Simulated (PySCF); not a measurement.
A run for PySCF: R-B3LYP/3-21G on CH6AlNO (SMILES C[NH][AlH][OH]).

```python
from pyscf import gto, scf, dft, mp
from pyscf.data.elements import chemcore

mol = gto.M(
    atom='''
    C    -1.67013971   -0.06772579   -0.20993118
    N    -0.34613673   -0.45408625    0.25476500
    Al    1.19100926    0.35575649   -0.05872370
    O     2.57850729   -0.34942064    0.63183734
    H    -1.60129875    0.83918576   -0.81411979
    H    -2.35517512    0.14617832    0.61782728
    H    -2.13254386   -0.83902278   -0.83562980
    H    -0.36866978   -1.29133000    0.81886133
    H     1.24056057    1.66085284   -0.93579092
    H     3.46388684   -0.00038797    0.53090445
    ''',
    basis='3-21g',
    charge=0, spin=0, verbose=3, max_memory=1800)
mf = dft.RKS(mol, xc='b3lyp')
mf.conv_tol = 1e-8
mf.max_cycle = 100
mf.kernel()
if not mf.converged:
    mf = mf.newton().run(mf.mo_coeff, mf.mo_occ)
```

Program output:

```
converged SCF energy = -411.927021604984
```

The calculation finished and met its thresholds.

Cost: around 11 core-seconds (rough).
